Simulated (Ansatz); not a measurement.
System: ZnCl, net charge 1, singlet state. 
Geometry from a B3LYP-D3(BJ)/def2-TZVP (Ansatz, a program for electronic structure) optimisation:
```
Zn
Cl 1 2.0730
```
Charge +1, spin multiplicity 1.

Computed values are from Ansatz. Correlated levels leave the core frozen unless marked. UHF or UKS for open shells. No spin-orbit coupling. Frozen are the shells of the preceding noble gas and the d and f shells that filled before the atom's block. No relativistic terms. CBS(X,Y): correlation extrapolated as X^-3; Hartree-Fock from the larger set.

**Question.** What is the total energy at CCSD(T)/CBS(def2-TZVPPD,def2-QZVPPD)?

**Answer.** -2237.8391 Eh.

**Question.** What is the vertical electron affinity (to the doublet; negative means unbound) at CCSD(T)/CBS(def2-TZVPPD,def2-QZVPPD)?

**Answer.** 8.81 eV.

**Question.** What is the vertical ionisation energy (to the doublet) at CCSD(T)/CBS(def2-TZVPPD,def2-QZVPPD)?

**Answer.** 17.64 eV.

**Question.** What is the T1 diagnostic at CCSD/def2-QZVPPD?

**Answer.** 0.019.
